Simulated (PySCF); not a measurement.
C6H9BrSi2, SMILES c1ccc(cc1)[SiH2][SiH2]Br, GFN2-xTB optimised geometry.

```
18

Br     1.19    -4.13     1.83
Si    -0.85    -3.22     1.99
Si    -1.35    -2.09     0.03
C     -0.40    -0.47     0.00
C     -1.05     0.76     0.00
C     -0.35     1.95     0.00
C      1.04     1.93     0.00
C      1.71     0.72     0.00
C      1.00    -0.47     0.00
H     -0.71    -2.41     3.20
H     -1.67    -4.38     2.32
H     -0.98    -2.89    -1.15
H     -2.79    -1.82    -0.02
H     -2.13     0.78     0.00
H     -0.88     2.89     0.00
H      1.59     2.86     0.00
H      2.79     0.70     0.00
H      1.54    -1.41     0.00
```

Density from PBE/def2-SVP run with PySCF at that geometry.

Minimum of the electron density along straight lines between bonded atoms, close to the bond critical point (lines longer than 1.1 times the sum of covalent radii, or with two minima, are not listed):

```csv
bond,length / Å,ρ at the minimum / e bohr⁻³,∇²ρ there / e bohr⁻⁵,position (fraction from the first atom)
Br1–Si2,2.237,?,?,0.65
Si3–C4,1.885,0.113,0.31,0.39
C4–C5,1.391,0.303,-0.73,0.50
C5–C6,1.383,0.310,-0.77,0.50
C6–C7,1.385,0.309,-0.77,0.50
C7–C8,1.385,0.309,-0.77,0.50
C4–C9,1.394,0.302,-0.73,0.50
C8–C9,1.383,0.310,-0.77,0.50
Si2–H10,1.462,0.118,0.31,0.49
Si2–H11,1.461,0.118,0.31,0.49
Si3–H12,1.469,0.115,0.31,0.49
Si3–H13,1.468,0.115,0.32,0.49
C5–H14,1.081,0.281,-1.05,0.63
C6–H15,1.081,0.281,-1.05,0.63
C7–H16,1.080,0.281,-1.06,0.63
C8–H17,1.080,0.281,-1.05,0.63
C9–H18,1.082,0.282,-1.06,0.63
```

Task: Some entries are withheld; supply them.

Result: 
- Br1–Si2, ρ at the minimum / e bohr⁻³: 0.082
- Br1–Si2, ∇²ρ there / e bohr⁻⁵: 0.13
